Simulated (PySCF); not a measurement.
A GIAO shielding run with PySCF 2.14.0 with density-fitted response routines (density fitting, non-relativistic, gas phase) on SMILES [H]/N=C\CN[Si@@H](N)F, C2H8FN3Si:

```
$ OMP_NUM_THREADS=1 python probes_run.py task.json out

{"job": {"kind": "nmr", "xc": "PBE0", "basis": "pcSseg-1"}, "charge": 0, "multiplicity": 1}
N      2.410367    -0.138727     1.370108
C      1.935424    -1.168968     0.842094
C      0.584646    -1.327915     0.189060
N     -0.249275    -0.169922     0.396501
Si    -1.329097     0.475240    -0.763306
N     -1.688353     2.057293    -0.219299
F     -0.498825     0.377412    -2.150243
H      1.788293     0.670436     1.319968
H      2.554355    -2.061982     0.847629
H      0.741956    -1.456584    -0.885096
H      0.117877    -2.250936     0.566019
H     -0.467658    -0.029579     1.371015
H     -2.572353    -0.217712    -1.056637
H     -2.388550     2.588630    -0.706293
H     -0.943221     2.661303     0.086775
```

Hardware: 1 thread of an Arm Neoverse N1, shared host. The job also computes population analyses, field gradients.

Problem. How large is the calculation?

Solution. 64 electrons, 166 basis functions and 872 auxiliary functions.

Problem. How long does it take, and how much memory does it need?

Solution. 51 s of wall time, with 14 SCF cycles and 5 response iterations; peak memory 0.73 GiB. Times on a shared host scatter by some tens of per cent.
